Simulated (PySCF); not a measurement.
Mg(Me)(OH) (CH₄MgO), SMILES [OH][Mg][CH3].

Geometry: PBE0-D3(BJ)/def2-TZVP. One conformer was computed; it need not be the lowest.

These are IEF-PCM-M06-2X/def2-SVP in PySCF 2.14.0 values and carry that method's errors.

The values are the electrostatic part of the solvation free energy, E(continuum) − E(gas) at the gas-phase geometry, in a cavity of scaled van der Waals radii (PySCF's table); cavitation and dispersion terms are not included. A continuum can't describe solvent molecules that bind to the metal. In vacuum the orbital gap is 8.26 eV. The dipole moment in vacuum is 0.16 D.

Estimate the values in water (ε = 78.36), benzene (ε = 2.27), ethanol (ε = 24.85). (Estimate from the structure and the level; the computed values follow.)


```csv
solvent,ε,ΔG(elec) (kcal/mol),dipole (D),gap (eV)
water,78.36,-8.6,0.52,8.34
benzene,2.27,-3.9,0.30,8.29
ethanol,24.85,-8.2,0.50,8.33
```
